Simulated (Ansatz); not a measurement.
The cluster GeBr2 was relaxed with r2SCAN-D4 (def2-TZVP) in Ansatz in these states: charge +1 doublet, neutral quintet, neutral singlet, neutral triplet. The geometries follow in no particular order.

A:

Cartesian coordinates in Å:
```
Ge 0.774 0.051 0.618
Br 0.717 0.271 -1.715
Br -1.490 -0.322 1.097
```

B:

```tsv
atom	x (Å)	y (Å)	z (Å)
Ge1	-0.0010	-0.0018	-0.0039
Br2	2.3953	-0.7853	-0.0805
Br3	-2.3942	0.7871	0.0845
```

C:

| atom | x (Å) | y (Å) | z (Å) |
| --- | --- | --- | --- |
| Ge1 | -0.6024 | -0.2588 | 0.3192 |
| Br2 | 1.3961 | -0.9887 | 1.0002 |
| Br3 | -0.7937 | 1.2475 | -1.3194 |

D:

```xyz
3

Ge   -0.5194    0.2452    0.5121
Br    0.9630   -1.4335    1.0849
Br   -0.4436    1.1883   -1.5971
```

Task: Judge from the bond lengths which geometry belongs to which state (an estimate).

Result: A is the neutral singlet (Ge1–Br2 2.344 Å, Ge1–Br3 2.344 Å); B is the neutral quintet (Ge1–Br2 2.522 Å, Ge1–Br3 2.521 Å); C is the charge +1 doublet (Ge1–Br2 2.234 Å, Ge1–Br3 2.234 Å); D is the neutral triplet (Ge1–Br2 2.312 Å, Ge1–Br3 2.312 Å).

At r2SCAN-D4/def2-TZVP the gap within one spin of the charge 0 quintet nearly closes, so an electron or hole may be smeared out by delocalisation error. At PBE0-D4/def2-TZVP a singlet lies 6.48 eV below the neutral quintet. At PBE0-D4/def2-TZVP a singlet lies 2.29 eV below the neutral triplet. These are the stationary points nearest to one start from a short search; other shapes may lie lower in each state.
